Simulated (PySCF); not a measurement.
Working out the electron affinity of Se

Se⁻ [Ar] 3d10 4s2 4p5 (2P) → Se [Ar] 3d10 4s2 4p4 (3P). Calculation: PySCF 2.14, in x2c-TZVPPall with one added diffuse shell each of s, p, d type (7s6p5d1f, 57 functions); the spin-free X2C one-electron Hamiltonian (Gaussian nucleus). Frozen: [Ne]. Energies in hartree (1 hartree = 27.21139 eV):

```tsv
part	Se⁻ (lower)	Se (upper)
UHF	-2428.101213	-2428.067065
MP2 opposite-spin	-0.227474	-0.202619
MP2 same-spin	-0.104135	-0.095682
```

Problem. What does Hartree-Fock give?

Solution. (-2428.067065) − (-2428.101213) = 0.034148 hartree = 0.929 eV.

Problem. What do MP2 and SCS-MP2 (6/5 opposite-spin, 1/3 same-spin) give?

Solution. The opposite-spin parts differ by 0.676 eV and the same-spin parts by 0.230 eV. MP2: 0.929 + (0.676) + (0.230) = 1.835 eV. SCS-MP2: 0.929 + 1.2 × (0.676) + (0.230)/3 = 1.817 eV.

A first-order spin-orbit estimate adds -0.015 eV to MP2 (valence and next inner shell), giving 1.820 eV against 2.021 eV (measured; photodetachment measurements, as compiled on the Wikipedia data page of electron affinities).

What remains against the reference includes basis incompleteness, the frozen core and correlation beyond second order.
